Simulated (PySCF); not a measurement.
NO2, SMILES O=N[O-], charge -1.

The structure is a stationary point at TPSSh-D3(BJ)/def2-TZVPD.

All values below come from PySCF with PBE0/def2-TZVPD.

Symmetry labels are those of the subgroup C2v that the program uses (full group C2v).

List the valence orbital energies around the gap with their symmetry. (Estimate from the structure and the level; the computed values follow.)


```csv
orbital,symmetry,energy (eV)
HOMO−7,B2,-21.15
HOMO−6,A1,-10.63
HOMO−5,B2,-6.99
HOMO−4,B1,-6.58
HOMO−3,A1,-6.49
HOMO−2,A2,-1.93
HOMO−1,B2,-1.36
HOMO,A1,-0.18
LUMO,B1,5.40
LUMO+1,B2,5.46
LUMO+2,A1,5.58
LUMO+3,A1,6.38
```
